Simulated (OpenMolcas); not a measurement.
# Co4+ in a point-charge field

Co4+ among 5 point charges of -1 e arranged as a trigonal bipyramid (D3h), 2.06 Å from the ion, with the axial distance 1.998 Å.
```
   2.0600    0.0000    0.0000  -1.00
  -1.0300    1.7840    0.0000  -1.00
  -1.0300   -1.7840    0.0000  -1.00
   0.0000    0.0000    1.9982  -1.00
   0.0000    0.0000   -1.9982  -1.00
```

```json
{"Program": "OpenMolcas", "Method": "SS-CASPT2, IPEA 0.25 Eh, imaginary shift 0.1 Eh (closed shells correlated: 3s 3p)", "Basis": "ANO-RCC-VDZP [5s4p2d1f]", "Scalar Hamiltonian": "DKH2, point nucleus", "Active space": "5 electrons in 5 orbitals (3d)", "State averaging": "2S+1 = 6 even, 1 root; 2S+1 = 4 even, 24 roots; 2S+1 = 2 even, 75 roots", "Spin-orbit coupling": "state interaction with AMFI integrals over the reference wave functions"}
```

The lowest spin-free states (labels of D3, the rotations of D3h), above the lowest:

```tsv
State	Degeneracy	E (cm-1)	Free-ion L (%)
6A1	1	0	S (100)
4E	2	39880	G (100)
4E	2	39970	G (99)
4A2	1	39980	G (100)
4A1	1	39980	G (100)
4E	2	40000	G (100)
4A1	1	40180	G (100)
4A2	1	43640	P (100)
4E	2	43880	P (95)
4E	2	47900	D (99)
4A1	1	47970	D (100)
4E	2	48030	D (96)
2S+1 = 2	2	58120	I (100)
2E	2	58280	I (99)
2E	2	58420	I (100)
2E	2	58460	I (100)
2E	2	58470	I (100)
2S+1 = 2	2	58520	I (100)
2A1	1	58550	I (100)
2E	2	61810	D (99)
```

The lowest levels with spin-orbit coupling:

```
E (cm-1)  Degeneracy  Label  2S+1                g
       0           6            6                 
   39820           2   E1/2     4   0.05 0.05 2.22
   39870           2   E1/2     4   0.12 0.12 6.20
   39890           2   E1/2     4  0.00 0.00 14.00
   39900           2   E3/2     4   0.00 0.00 9.93
   39910           2   E3/2     4   0.00 0.00 1.91
   39940           2   E1/2     4   0.09 0.09 6.48
   39950           2   E1/2     4   0.07 0.24 0.24
   39970           2   E1/2     4   3.22 3.39 3.39
   39970           2   E3/2     4   0.00 0.00 2.58
   39970           2   E1/2     4   3.39 3.39 6.04
   39980           2   E3/2     4  0.00 0.00 11.99
   40000           2   E1/2     4   0.17 0.17 8.61
   40010           2   E1/2     4   1.07 1.07 3.36
   40020           2   E1/2     4   0.20 0.20 4.92
   40040           2   E3/2     4   0.00 0.00 1.48
   40040           2   E1/2     4   1.36 1.36 1.39
   40170           2   E1/2     4   1.96 4.05 4.05
   40190           2   E3/2     4   0.00 0.00 5.97
   43350           2   E1/2     4   0.00 0.00 7.93
```

Powder χT (cm3 K/mol): 4.38 at 2 K, 4.38 at 10 K, 4.38 at 50 K, 4.38 at 100 K, 4.38 at 200 K, 4.38 at 300 K. The effective moment at 300 K is 2.828 √(χT) = 5.92 μB.

The lowest level has 2S+1 = 6, for which the spin-only value is χT = S(S+1) / 2 = 4.375 cm3 K/mol (g = 2). The computed 4.385 at 300 K differs by +0.010, little more than the free-electron g of 2.0023 accounts for.

Roots that are degenerate in the reference are averaged as groups; the widest CASPT2 spread within a group is 29 cm-1 (the 2-fold group of multiplicity 4 near 39900 cm-1 above the lowest state of its run). Shifts and gaps below about the spread of the groups concerned are not significant. Point charges give a weaker field than real ligands, and real ions of this kind are often low spin; the high spin found here belongs to the model. Free-ion shares, where given, are those of the reference states; single-state CASPT2 does not remix them. This is an electrostatic model: the charges have no orbitals. No measured value stands beside these numbers.
